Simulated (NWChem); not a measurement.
# Si2NH6 anion

```xyz
9

Si     1.5861    -0.0042     0.0672
N      0.0000     0.0000    -0.4312
Si    -1.5861     0.0042     0.0672
H      2.5766    -0.0063    -1.0818
H      2.0574     1.1788     0.9069
H      2.0514    -1.1900     0.9061
H     -2.0574    -1.1788     0.9069
H     -2.5766     0.0063    -1.0818
H     -2.0514     1.1900     0.9061
```
Atoms are numbered in this order, from 1.

Program: NWChem. Pople sets run with spherical d functions. Sets without diffuse functions describe the anion's extra electron poorly. Coordinates come from a B3LYP/def2-SVPD optimisation. No frequency run checked for a minimum. B3LYP is NWChem's, with the RPA form of VWN correlation. Atomic charges in e: unrestrained fits to the electrostatic potential beside Mulliken populations; buried atoms are poorly determined by the fit.

For level Hartree-Fock/6-31G*:

| Item | Value |
|---|---|
| ESP Si1 | 0.90 |
| Mulliken Si1 | 0.78 |
| ESP N2 | -1.07 |
| Mulliken N2 | -0.99 |
| ESP Si3 | 0.90 |
| Mulliken Si3 | 0.78 |

Task: How do the values read with level B3LYP/def2-SVP instead?

Result: 
| Property | Result |
|---|---|
| ESP Si1 | 0.75 |
| Mulliken Si1 | 0.47 |
| ESP N2 | -0.88 |
| Mulliken N2 | -0.56 |
| ESP Si3 | 0.75 |
| Mulliken Si3 | 0.47 |
